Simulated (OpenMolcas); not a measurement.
# Mn⁺: effect of the basis set

* Program: OpenMolcas 26.06
* Method: SS-CASPT2, IPEA 0.25 Eh, imaginary shift 0.1 Eh (closed shells correlated: 3s 3p)
* Active space: 6 electrons in 6 orbitals (3d 4s)
* State averaging: 2S+1 = 7 even, 1 root; 2S+1 = 5 even, 18 roots kept (CI in the orbitals of an earlier block); 2S+1 = 3 even, 9 roots kept (CI in the orbitals of an earlier block)
* Spin-orbit coupling: RASSI with atomic mean-field integrals over the reference wave functions, term energies averaged over their components

A. ANO-R1 [5s3p3d1f], X2C, finite nucleus; CASPT2 step roughly 6 core-seconds
B. ANO-RCC-VTZP [6s5p3d2f1g], DKH2, point nucleus; CASPT2 step of the order of 8 core-seconds
C. ANO-L-VTZP [6s5p3d2f1g], non-relativistic, point nucleus; CASPT2 step about 9 core-seconds
D. ANO-R2 [7s4p4d2f1g], X2C, finite nucleus; CASPT2 step about 7 core-seconds
E. ANO-RCC-VQZP [7s6p4d3f2g1h], DKH2, point nucleus; CASPT2 step about 12 core-seconds
F. ANO-R3 [8s5p5d3f2g1h], X2C, finite nucleus; CASPT2 step of the order of 18 core-seconds

Energies in cm⁻¹ above 3d⁵ 4s ⁷S₃, the measured ground level; measured values from NIST Handbook of Basic Atomic Spectroscopic Data.

| Level | A | B | C | D | E | F | Measured |
| --- | --- | --- | --- | --- | --- | --- | --- |
| 3d⁵ 4s ⁷S₃ | 0.0 | 0.0 | 0.0 | 0.0 | 0.0 | 0.0 | 0.0 |
| 3d⁵ 4s ⁵S₂ | 10040 | 9230 | 8800 | 9160 | 8790 | 8740 | 9473 |
| 3d⁵ 4s ⁵G₄ | 31080 | 29730 | 29890 | 29700 | 29030 | 29000 | 27584 |
| 3d⁵ 4s ⁵G₅ | 31080 | 29730 | 29890 | 29700 | 29030 | 29000 | 27571 |
| 3d⁵ 4s ⁵G₃ | 31080 | 29730 | 29890 | 29700 | 29030 | 29000 | 27588 |
| 3d⁵ 4s ⁵G₆ | 31080 | 29730 | 29890 | 29700 | 29030 | 29000 | 27547 |
| 3d⁵ 4s ⁵G₂ | 31080 | 29730 | 29890 | 29700 | 29030 | 29000 | 27589 |
| 3d⁵ 4s ⁵P₂ | 33350 | 32450 | 32680 | 32370 | 31760 | 31710 |  |
| 3d⁵ 4s ⁵P₃ | 33350 | 32450 | 32680 | 32370 | 31760 | 31710 |  |
| 3d⁵ 4s ⁵P₁ | 33380 | 32490 | 32720 | 32410 | 31800 | 31750 |  |
| 3d⁵ 4s ⁵D₄ | 36450 | 34950 | 35150 | 34860 | 34250 | 34200 |  |
| 3d⁵ 4s ⁵D₀ | 36460 | 34960 | 35150 | 34860 | 34250 | 34200 |  |
| 3d⁵ 4s ⁵D₁ | 36480 | 34990 | 35190 | 34890 | 34290 | 34240 |  |
| 3d⁵ 4s ⁵D₂ | 36520 | 35030 | 35230 | 34940 | 34330 | 34280 |  |
| 3d⁵ 4s ⁵D₃ | 36530 | 35040 | 35240 | 34950 | 34340 | 34290 |  |

Deviations, from unrounded energies. A percentage is the sum of absolute deviations over the sum of measured energies, with the sign that they share, or ± where signs differ.

| Against measurement | Levels | A | B | C | D | E | F |
| --- | --- | --- | --- | --- | --- | --- | --- |
| mean absolute deviation (cm-1) | 6 | 3000 | 1800 | 2000 | 1800 | 1300 | 1300 |
| other terms of the ground configuration (%) | 6 | +12.3 | ±7.5 | ±8.3 | ±7.4 | ±5.4 | ±5.3 |

E, F lie about equally close to measurement and A furthest from it. The largest miss of F in the table is 3d⁵ 4s ⁵G₆, by +1500 cm-1. The ranking rests on the paired levels alone, and a cruder setting can come out closer through cancelling errors.

The two smallest mean deviations differ by little beside CASPT2's spread within terms, so their order carries little weight.

Among A to F the level of the table that moves most is 3d⁵ 4s ⁵D₀, by 2300 cm-1 (lowest in F, highest in A). Moves below CASPT2's spread within the term are not significant.

CASPT2 breaks the degeneracy within a term, and the mean is taken; among the terms shown or strongly mixed into the levels shown the widest spread is 150 cm-1 (3d⁵ 4s ⁵G, E). Terms from blocks run as CI alone lack orbitals of their own. No level of 3d⁶ was computed, though it lies in the active space. Computed and measured levels are paired by configuration, term and J; levels that our copy of the source lacks, or whose pairing is in doubt (as where it misses far off the trend of its configuration), stay unpaired and out of the deviations. Only configurations of the active space appear. The table leaves out levels that lie high or whose names do not pair safely across all columns.
